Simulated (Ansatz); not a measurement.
Relaxation of CH$_{6}$GaNO (10 atoms, charge 0, multiplicity 1), to a largest force component of 0.03 eV/Å in at most 50 steps.

Method: RKS PBE/def2-SVP (Ansatz 0.2.0).

```xyz
10
Properties=species:S:1:pos:R:3:forces:R:3
Ga -0.186 -0.140 -0.184 0.04 0.88 -0.26
N -0.115 1.695 -0.671 0.39 -0.47 0.47
O -1.524 -0.637 -1.304 0.03 -0.23 0.07
H -1.714 0.270 -1.613 -0.44 -0.16 -0.30
C 0.669 -1.193 1.228 -0.02 0.00 0.00
H -0.220 1.889 -1.674 0.00 -0.02 0.01
H 0.616 2.316 -0.307 -0.01 0.00 0.00
H 0.619 -2.269 0.973 0.00 0.00 0.00
H 0.128 -1.035 2.183 0.00 0.00 0.00
H 1.726 -0.898 1.369 0.00 0.00 0.00
```

Where does it end, and by what steps?

The forces met the threshold. The force dipped under the threshold on the way, but the program's further checks kept it going. After 17 steps the energy has fallen by 0.274 eV; H4 moved furthest, 0.59 Å.

```
step  energy less start (eV)  largest force component (eV/Å)  accepted
   0                  0.0000                           0.876       yes
   1                 -0.1318                           0.679       yes
   2                 -0.2061                           1.131       yes
   3                 -0.2345                           0.648       yes
   4                 -0.2652                           0.224       yes
   5                 -0.2708                           0.090       yes
   6                 -0.2711                           0.156       yes
   7                 -0.2713                           0.091       yes
   8                 -0.2721                           0.009       yes
   9                 -0.2685                           0.351        no
  10                 -0.2723                           0.075       yes
  11                 -0.2726                           0.072       yes
  12                 -0.2726                           0.073       yes
  13                 -0.2729                           0.046       yes
  14                 -0.2732                           0.012       yes
  15                 -0.2733                           0.113       yes
  16                 -0.2734                           0.044       yes
  17                 -0.2736                           0.009       yes
```

```xyz
10
Properties=species:S:1:pos:R:3
Ga -0.247 -0.029 -0.220
N 0.254 1.652 -0.749
O -1.643 -0.783 -1.099
H -2.025 -0.200 -1.778
C 0.620 -1.102 1.175
H -0.263 2.230 -1.413
H 0.972 2.195 -0.266
H 0.766 -2.137 0.810
H -0.033 -1.146 2.070
H 1.599 -0.681 1.473
```

Time of the run: 33 s on 2 threads of Arm Neoverse V2, on a shared host, peak memory 0.15 GiB.
